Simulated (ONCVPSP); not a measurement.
Varying the ONCV potential for magnesium

Base potential:

magnesium (Mg), optimised norm-conserving Vanderbilt (ONCV), made with ONCVPSP 4.0.1 (PBE, scalar-relativistic). Core [He], reference 2s2 2p6 3s1.75 3p0.25. Waves: 2s+3s: rc 1.30 bohr, ncon 4, nbas 7, qcut 7.4 1/bohr, 3 projectors, debl 1.2 Ha; 2p+3p: rc 1.40 bohr, ncon 3, nbas 8, qcut 10.3 1/bohr, 2 projectors. Local part: polynomial inside 1.00 bohr (lpopt 4, dvloc0 -1 Ha). Core correction: Teter function, fcfact 2.5, rcfact 1.8.

Cutoffs, loose and tight: the cutoffs (Ha) at which the residual kinetic energy of the hardest occupied pseudo-wave falls to 1 and 0.1 mHa per electron. They do not see the model core or the augmentation charge, which bear on the density cutoff. Test errors are all-electron minus pseudo excitation energies from the reference, over the configurations 2s2 2p6 3s2 3p0; 2s2 2p6 3s1 3p0; 2s2 2p6 3s0 3p0; 2s2 2p6 3s1 3p1. A dash means not determined; rows that change the core or the reference have their own tests. The largest error is taken over the tests solved by every variant that gives reliable tests at all: 2s2 2p6 3s1 3p0; 2s2 2p6 3s1 3p1; 2s2 2p6 3s2 3p0.

| change | outcome | cutoff, loose | cutoff, tight | bound ghosts | GHOST(+) flags above zero | largest test error (meV) |
| --- | --- | --- | --- | --- | --- | --- |
| base | generated | 40 Ha | 45 Ha | none | none | -0.3 |
| core [He] 2s2, valence charge 8; reference 2p6 3s2; waves now 3s: rc 2.40 bohr, ncon 4, nbas 8, qcut 2.9 1/bohr, 3 projectors, debl 1.5 Ha; 2p: rc 0.60 bohr, ncon 4, nbas 8, qcut 16.1 1/bohr, 2 projectors, debl 1 Ha; local potential polynomial inside 0.55 bohr (lpopt 5, dvloc0 6 Ha) | generated, projector energies reset by the program | 151 Ha | 528 Ha | none | s | -416 |
| s: qcut 6.3 | generated | 40 Ha | 53 Ha | none | none | -0.3 |
| core correction none | generated | 40 Ha | 45 Ha | none | none | -0.3 |
| local potential polynomial inside 1.05 bohr (lpopt 5, dvloc0 0 Ha) | generated | 40 Ha | 45 Ha | none | none | -0.3 |

(1) What comes out with this change to the base: s: qcut 8.8; p: qcut 12.3?

Answers

(1) outcome: generated; cutoff, loose: 49 Ha; cutoff, tight: 56 Ha; bound ghosts: none; GHOST(+) flags above zero: none; largest test error (meV): -0.2.
